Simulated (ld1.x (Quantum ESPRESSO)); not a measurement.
The numbers below are computed, except where a source is named.
**Potentials for Tl compared**

Generated with ld1.x 7.5 (TM, RRKJ, ultrasoft, PAW), atompaw 4.2 or ONCVPSP 4.0.1. The cutoff is in Ry: for ld1.x and atompaw files where the sum of valence levels is converged to 10 mRy in a Bessel basis, for ONCV files where the hardest occupied wave has 1 mHa per electron of residual kinetic energy. The error is the largest all-electron minus pseudo excitation energy over each file’s own four to seven test configurations (ionisations up to +4, promotions, holes and added fractions of an electron), all of which were solved. The labels leave out finer settings (local radius, basis sizes, second energies), which also bear on the numbers. Spin-polarised tests are not counted. The rows are a selection from randomly drawn settings: files with unsolved tests, undetermined cutoffs or missed reference levels are left out.

A true bound ghost makes a file unfit for plane-wave use even where its test errors are small: the radial tests pick states by their node count and pass the ghost by.

```csv
potential,cutoff (Ry),largest error (meV),bound ghosts
"TM, PBE, scalar-relativistic, rc 1.95/2.45/2.30 (spd), local smoothed, core correction yes, reference 6s2 6p1",18,-398,"s, d"
"TM, PBE, fully relativistic, rc 2.15/2.30/2.35 (spd), local p, core correction yes, reference 6s2 6p0",18,-367,"d3/2, d5/2"
"ultrasoft, LDA (PZ), scalar-relativistic, rc 2.20/3.10/1.70 (spd), local smoothed, core correction no, reference 5d10 6s2 6p1",40,-73,none
"TM, LDA (PZ), scalar-relativistic, rc 1.90/2.15 (sp), local s, core correction yes, reference 6s2 6p0.5",21,-313,none
```

(1) Fill in the row for Tl: TM, PBE, fully relativistic, rc 1.90/2.65 (sp), local s, core correction yes, reference 6s2 6p1.

(2) Fill in the row for Tl: TM, PBEsol, scalar-relativistic, rc 2.20/2.65/2.70 (spd), local p, core correction yes, reference 6s1.5 6p0.

Results:

(1) cutoff 21 Ry, largest error -395 meV, bound ghosts: none.

(2) cutoff 18 Ry, largest error -129 meV, bound ghosts: d.
